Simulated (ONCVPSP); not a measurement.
# copper (Cu), ONCV: configuration errors across variants

Cu (Z = 29), optimised norm-conserving Vanderbilt (ONCV), made with ONCVPSP 4.0.1 (PBE, fully relativistic). Core [Ne] 3s2, reference 3p6 3d9 4s2. Waves: 4s: rc 1.80 bohr, ncon 4, nbas 9, qcut 4.4 1/bohr, 2 projectors, debl 3.3 Ha; 3p: rc 0.90 bohr, ncon 3, nbas 8, qcut 13.2 1/bohr, 2 projectors, debl 2.9 Ha; 3d: rc 0.90 bohr, ncon 4, nbas 9, qcut 13.8 1/bohr, 1 projector. Local part: polynomial inside 0.85 bohr (lpopt 5, dvloc0 0 Ha). Core correction: none.

Open shells are filled in proportion to 2j + 1.

All-electron excitation energies from the reference (eV): (1) 3p6 3d10 4s1 -1.973; (2) 3p6 3d10 4s0 6.178; (3) 3p6 3d9 4s0 27.511; (4) 3p6 3d8 4s0 66.531.

3 further variants failed, have other tests or another functional or relativity, and are left out.

A true bound ghost makes a file unfit for plane-wave use even where its test errors are small: the radial tests pick states by their node count and pass the ghost by.

Errors AE − PS in meV (a dash: test not solved or not reliable):

| change | (1) | (2) | (3) | (4) | bound ghosts | GHOST(+) flags above zero |
| --- | --- | --- | --- | --- | --- | --- |
| base | -56 | -124 | -34 | +107 | s | none |
| p: ncon 5, nbas 10 | -56 | -124 | -34 | +107 | s | none |
| s: debl 0.75 | -56 | -124 | -34 | +107 | s | none |
| p: nbas 6 | -56 | -124 | -34 | +107 | s | none |
| d: rc 0.8; local potential polynomial inside 0.80 bohr (lpopt 5, dvloc0 0 Ha) | -56 | -125 | -35 | +109 | s | none |
| local potential polynomial inside 0.90 bohr (lpopt 5, dvloc0 4 Ha) | -59 | -127 | -35 | +104 | s | none |
| s: qcut 3.9; p: qcut 11.8; d: qcut 12.3 | -54 | -119 | -32 | +101 | s | none |
| d: qcut 16.7 | -56 | -125 | -35 | +108 | s | none |

Give the same row for: s: rc 2.26.

-54, -119, -35, +97; bound ghosts: s; GHOST(+) flags above zero: none.
